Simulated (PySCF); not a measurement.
These 2 structures share the formula C8H16Si. Level of theory: PBE0-D3(BJ)/def2-SVP geometry optimisation, gas phase (PySCF). Energies are electronic, without zero-point or thermal terms, for one conformer each. No frequencies were run at this level. Point groups hold within 0.08 Å.

Question: Rank from lowest to highest electronic energy at this level (kcal/mol).
A. `[CH2:1]1[CH2:2][CH2:3][Si:4]2([CH2:5]1)[CH2:6][CH2:7][CH2:8][CH2:9]2` with C5–C1–C2–C3 50°, C1–C2–C3–Si4 -37°, C2–C3–Si4–C5 13°, C3–Si4–C5–C1 13°
B. SiEt2(vinyl)2, `C=C[Si](C=C)(CC)CC`

Answer: A (0.0), B (44.4).

```
            SMILES      E (Eh)  E rel (kcal/mol)  dipole (D)  point group       A, B, C (MHz)
C1CC[Si]2(C1)CCCC2  -603.21559               0.0        0.00           S4  2838, 865.3, 864.9
C=C[Si](C=C)(CC)CC  -603.14490              44.4        0.02      near C2   1352, 1114, 815.9
```

Q: How do the relative energies change in single points at PBE0/pcSseg-1 (no added dispersion term) on the same geometries?

A: 
```tsv
SMILES	PBE0-D3(BJ)/def2-SVP (kcal/mol)	PBE0/pcSseg-1 (kcal/mol)	shift
C1CC[Si]2(C1)CCCC2	0.0	0.0	0.0
C=C[Si](C=C)(CC)CC	44.4	39.9	-4.5
```

Each column counts from its own lowest isomer. The order is unchanged; the largest shift is 4.5 kcal/mol.
